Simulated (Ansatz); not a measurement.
Molecule: CH6ClSi2 (charge 0, doublet). It need not be the lowest isomer of its formula. 
Coordinates optimised at B3LYP-D3(BJ)/def2-TZVP (Ansatz, a program for electronic structure):
```xyz
10

C      2.4047    -0.5004     0.1215
Si     1.0861     0.4033     1.1176
Si    -1.0839    -0.1497     0.4686
Cl    -1.1882     0.1248    -1.5938
H      3.3991    -0.1131     0.3480
H      2.2217    -0.3808    -0.9468
H      2.3959    -1.5689     0.3534
H      1.2842     0.2197     2.5828
H     -2.0904     0.7323     1.0996
H     -1.4705    -1.5598     0.7217
```
Charge 0, spin multiplicity 2.

Parts of the frozen-core correlation energy in cc-pV(Q+d)Z (Ansatz, hartree). Frozen orbitals: 16; correlated occupied orbitals by spin: 13 and 12; virtual: 398 and 399. Open shells are spin-unrestricted. No spin-orbit coupling. No relativistic terms.

```csv
term,value
reference (HF),-1078.82916
MP2 opposite-spin,-0.50914
MP2 same-spin,-0.13080
CCSD correlation,-0.69725
(T),-0.02974
T1 diagnostic,0.013
largest doubles amplitude,0.013
<S^2> of the reference,0.759
```
